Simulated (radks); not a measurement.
Values are calculated unless marked as measured or tabulated.
Ar XIII, 6 electrons, occupied as [He] 2s2 2p2. Code: a radial shooting solver on a logarithmic mesh with Libxc functionals. Model: non-relativistic Kohn-Sham, PBE, spin-unpolarised, spherical densities, point nucleus.

Radial electron density D(r) = 4 pi r^2 rho(r):

| r (bohr) | D(r) (e/bohr) |
|---|---|
| 0.006744 | 1.748 |
| 0.008437 | 2.574 |
| 0.01056 | 3.732 |
| 0.0131 | 5.244 |
| 0.01639 | 7.290 |
| 0.0205 | 9.838 |
| 0.02545 | 12.68 |
| 0.03184 | 15.77 |
| 0.03951 | 18.44 |
| 0.04943 | 20.23 |
| 0.06185 | 20.37 |
| 0.07676 | 18.62 |
| 0.09603 | 15.26 |
| 0.1201 | 11.59 |
| 0.1491 | 9.315 |
| 0.1865 | 9.186 |
| 0.2315 | 10.58 |
| 0.2896 | 11.57 |
| 0.3624 | 10.26 |
| 0.4497 | 6.967 |
| 0.5626 | 3.310 |
| 0.6983 | 1.087 |
| 0.8736 | 0.2073 |
| 1.093 | 0.02093 |
| 1.356 | 0.001093 |

D(r) has 2 maxima, at r = 0.0562, 0.290 bohr, and minima at 0.168 bohr, inside which lie 2.22 electrons.
